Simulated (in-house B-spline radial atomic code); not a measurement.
**RPA and G0W0 on PBEsol: the oxygen ion O⁶⁺**

Configuration 1s2, mean-field start PBEsol. Computed with an all-electron radial atomic-structure program (B-spline basis): all electrons, scalar-relativistic (spin-free one-electron X2C), finite nucleus, each spin shell either full or empty, empty states to l = 9 with an (l + 1/2)⁻⁴ tail; G0W0 by contour deformation at full frequency.

Command:
```bash
python run_gw.py task.json out
```
Settings (radii: box in bohr, nucleus in fm):
```
Z                        8
electrons                2
configuration            1s2
hamiltonian              x2c
method                   pbesol
lmax                     9
rms_radius               2.6991
spin_polarised           False
box_radius               9.29
intervals                69
ion_configuration        1s1
```

Run time, properties included: 1.4 s on 1 thread of Intel(R) Xeon(R) Platinum 8259CL CPU @ 2.50GHz, with other jobs on the host.

Energies (hartree):

```
                                     term      value
                         mean-field total  -58.92355
Hartree-Fock functional on these orbitals  -59.15525
                      direct second order  -0.094562
                    second-order exchange   0.047282
                         SOSEX correction   0.045739
```

Question: What is the RPA correlation energy, and what remains with SOSEX?

Answer: RPA gives -0.091476 hartree (-1.24 eV per electron); RPA + SOSEX gives -0.045737, and the second-order doubles -0.047281 hartree (no singles). SOSEX takes back 50 % of the RPA value, the self-correlation of each of the two electrons.

Quasi-particle levels (eV):

```tsv
level	occupied	mean field	Σx - vxc	Σc	QP weight	G0W0
1s	yes	-689.96	-50.05	?	?	?
2s	no	-145.15	7.46	-0.22	1.000	-137.91
```

G0W0 = mean field + (Σx - vxc) + Σc, with Σc (partial-wave tail included) taken at the quasi-particle energy.

Question: Where does G0W0 put 1s?

Answer: At -739.28 eV, with Σc = 0.73 eV and a quasi-particle weight of 0.995. The tabulated removal energy is 739.327 eV (NIST, tabulated theory).

Question: What does it cost to remove one electron (to 1s1) by differences of total energies, each species on its own start (correlation terms add to the Hartree-Fock functional)?

Answer: PBEsol 735.93 eV, Hartree-Fock functional 738.21 eV, + RPA 740.07 eV, + RPA + SOSEX 739.45 eV, + second order 739.50 eV. Tabulated: 739.327 eV (NIST, tabulated theory).
